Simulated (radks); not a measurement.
Results of a calculation; reference values are marked as such.
The gold anion Au- inside a hard spherical wall (all orbitals vanish at R), configuration held at [Hg] and not refilled when levels cross. Code: a radial shooting solver on a logarithmic mesh with Libxc functionals. Model: scalar-relativistic Kohn-Sham, PBE, spin-polarised, spherical densities, finite nucleus; Fermi nuclear charge, rms radius 5.4371 fm. Eigenvalues in eV for spin up, with the zero of energy where the potential of the charges vanishes at infinity; a dash marks a level that is unbound or too diffuse for the functional's potential to be trusted. A positive occupied level is held by the wall or, in an anion where self-interaction has pushed it up, behind a barrier. The pressure on the wall is -dE/dV.

| R (bohr) | E (hartree) | kinetic (hartree) | e(4f) | e(5p) | e(5d) | e(6s) | e(6p, empty) | e(7s, empty) | pressure (GPa) |
|---|---|---|---|---|---|---|---|---|---|
| 15 | -19007.7107 | 21255.075 | -74.257 | -52.810 | 0.097 | 0.497 | 3.163 | 3.195 | 0.000555 |
| 12 | -19007.7102 | 21255.079 | -74.198 | -52.750 | 0.156 | 0.550 | 3.786 | 4.308 | 0.00612 |
| 10 | -19007.7085 | 21255.090 | -74.068 | -52.617 | 0.287 | 0.670 | 4.405 | 5.795 | 0.0380 |
| 6 | -19007.6488 | 21255.403 | -72.260 | -50.816 | 1.977 | 2.400 | 8.216 | 17.323 | 3.97 |
| 3 | -19005.1094 | 21265.604 | -50.462 | -31.583 | 20.528 | 29.027 | 46.106 | 116.29 | 1110 |
| 2.5 | -19001.3933 | 21279.611 | -33.125 | -17.579 | 36.139 | 57.191 | 82.488 | 197.44 | 4530 |
